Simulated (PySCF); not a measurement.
Work out the structure from these simulated measurements.

Formula: C5H16OSi2.

| Quantity | Value |
| --- | --- |
| 1H NMR | chemical shifts (computed TMS as zero) by class: 4.94 (1 H), 0.16 (6 H), 0.10 (9 H) ppm [GIAO B3LYP/pcSseg-1] |
| 13C NMR | chemical shifts (computed TMS as zero) by class: 1.5 (2 C), 1.3 (3 C) ppm [GIAO B3LYP/pcSseg-1] |
| UV, first state | lowest singlet excitation: 7.01 eV (177 nm, f = 0.051) [TDDFT B3LYP/def2-SVPD] |
| Rotational structure | rotational constants A, B, C: 2.018, 0.795, 0.719 GHz [PBE0-D3(BJ)/def2-SVP] |
| Dipole | 0.30 D [B3LYP/def2-SVPD] |
| Polarisability | 116.0 au [B3LYP/def2-SVPD] |
| XPS | Si2p3/2 106.4, Si2p3/2 106.6, C1s 289.8 (×3), C1s 289.9 (×2), O1s 536.9, Si1s 1846.3, Si1s 1846.5 eV [ΔSCF SCAN, pcX-2 on the ionised atom, pcseg-1 elsewhere, spin-free X2C, 2p3/2 from a spin–orbit splitting computed afterwards within the 2p shell] |
| NMR, other nuclei | isotropic shieldings of nuclei other than C and H, by class: 261 (1 O), 324 (1 Si), 344 (1 Si) ppm [GIAO B3LYP/pcSseg-1] |

Electronic properties: PySCF, gas phase, density fitting. Levels stand in brackets. NMR shifts are as computed; neighbouring signals can stand in another order in a measured spectrum. One conformer (not necessarily the lowest) at the PBE0-D3(BJ)/def2-SVP geometry, without solvent, vibrations or thermal averaging. NMR values are class means; diastereotopic atoms form classes of their own.

Question: What is the compound? Reason from the data.

Answer: 5 carbons fall into 2 classes; from least to most shielded: carbon bonded to Si and 3 H (1.5 ppm, 2 C), carbon bonded to Si and 3 H (1.3 ppm, 3 C). Hydrogen classes from least to most shielded: 1 H on a silicon bonded to 2 C, O and H (4.94 ppm), 6 H on 2 like atoms (carbon bonded to Si and 3 H) (0.16 ppm, a mean of values up to 0.5 ppm apart in this geometry), 9 H on 3 like atoms (carbon bonded to Si and 3 H) (0.10 ppm). The other shieldings belong to: 261 ppm, oxygen bonded to 2 Si; 324 ppm, silicon bonded to 3 C and O; 344 ppm, silicon bonded to 2 C, O and H. The core levels belong to: Si2p3/2 106.4 eV, silicon bonded to 3 C and O; Si2p3/2 106.6 eV, silicon bonded to 2 C, O and H; C1s 289.8 eV, carbon bonded to Si and 3 H; C1s 289.9 eV, carbon bonded to Si and 3 H; O1s 536.9 eV, oxygen bonded to 2 Si; Si1s 1846.3 eV, silicon bonded to 3 C and O; Si1s 1846.5 eV, silicon bonded to 2 C, O and H. One atom of each topological class was ionised and stands for its class. The optimised geometry has point group C1 and is an asymmetric top. Structure: `[H][Si](C)(C)O[Si](C)(C)C` (SiHMe2(OSiMe3)). Computed isomers that give other values at the same levels: `CCC[Si](C)(C)O[SiH3]` (core binding energies: Si2p3/2 106.4, Si2p3/2 107.3, C1s 289.8, C1s 289.9 (×2), C1s 290.5, C1s 290.6, O1s 537.3, Si1s 1846.4, Si1s 1847.2 eV). The assignments are read from this structure; whether some other isomer fits the data as well wasn't checked.
